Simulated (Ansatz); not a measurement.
**Strength of the S–B bond: B(SH)3 → B(SH)2 + HS**

Species: B(SH)3, singlet; B(SH)2, doublet; HS, doublet. 

Shapes, held fixed at every level: PBE0-D4/def2-TZVP. Flexible molecules stand in one conformer, not always the lowest. Programs: Ansatz 0.2.0. The zero-point and thermal change to 298 K, harmonic and unscaled (PBE0-D4/def2-TZVP), is -11.7 kJ/mol.

```json
{"level": "HF/def2-TZVPP", "kind": "Hartree–Fock", "ΔH(298 K) (kJ/mol)": "+296.3", "less CCSD(T)/CBS estimate": "-130.0", "CPU time (sum over the molecules)": "–"}
{"level": "B3LYP-D4/def2-TZVPP", "kind": "global hybrid", "ΔH(298 K) (kJ/mol)": "+404.3", "less CCSD(T)/CBS estimate": "-22.0", "CPU time (sum over the molecules)": "18 s"}
{"level": "BHLYP-D4/def2-TZVPP", "kind": "global hybrid", "ΔH(298 K) (kJ/mol)": "+399.3", "less CCSD(T)/CBS estimate": "-27.0", "CPU time (sum over the molecules)": "13 s"}
{"level": "r2SCAN0-D4/def2-TZVPP", "kind": "global hybrid", "ΔH(298 K) (kJ/mol)": "+399.1", "less CCSD(T)/CBS estimate": "-27.2", "CPU time (sum over the molecules)": "23 s"}
{"level": "wB97X-V/def2-TZVPP", "kind": "range-separated hybrid", "ΔH(298 K) (kJ/mol)": "+425.8", "less CCSD(T)/CBS estimate": "-0.5", "CPU time (sum over the molecules)": "31 s"}
{"level": "CCSD(T)/def2-TZVPP", "kind": "coupled cluster or CI", "ΔH(298 K) (kJ/mol)": "+412.9", "less CCSD(T)/CBS estimate": "-13.4", "CPU time (sum over the molecules)": "3.3 min"}
{"level": "CCSD(T)/CBS estimate", "kind": "coupled cluster or CI", "ΔH(298 K) (kJ/mol)": "+426.3", "less CCSD(T)/CBS estimate": "0.0", "CPU time (sum over the molecules)": "6.5 min"}
```

The highest level, CCSD(T)/CBS estimate, gives ΔH(298 K) = +426.3 kJ/mol; the levels span +296.3 to +426.3. The column of differences is taken from that level and isn't an error. Hartree–Fock misses the correlation of the pair that is broken and comes out low. No measured value is set beside it here. Open shells run unrestricted unless RO is named. The CBS estimate extrapolates MP2 from def2-TZVPP and def2-QZVPP and adds CCSD(T) − MP2 in the triple-zeta set, cores frozen. Times are processor times on shared x86 and Arm servers, and rough.
